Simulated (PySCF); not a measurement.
Harmonic spectrum computed at PBE in the def2-SVP basis family (core potentials from Rb on, PySCF, no spin–orbit coupling):

```
symmetry  ω (cm⁻¹)  IR (km/mol)
       a        51          9.2
       a       164          107
       a       194         13.2
       a       260         12.4
       a       350          142
       a       487         24.4
       a       507         38.1
       a       523          102
       a       590         25.0
       a       764         83.4
       a       823         84.9
       a      1047          108
       a      3559         73.9
       a      3646         73.8
       a      3689         52.4
```

Question: Which molecule gave it? In each, all ligands are bound to the one heavy central atom.
A. Rh(OH)₃ (singlet)
B. Al(OH)₃ (singlet)
C. Te(OH)₃ (doublet)
D. Hf(OH)₃ (doublet)

Answer: C. It has C1 symmetry with O–H 0.978 Å, O–H 0.982 Å, O–H 0.987 Å, Te–O 2.007 Å, Te–O 2.062 Å, Te–O 2.113 Å.
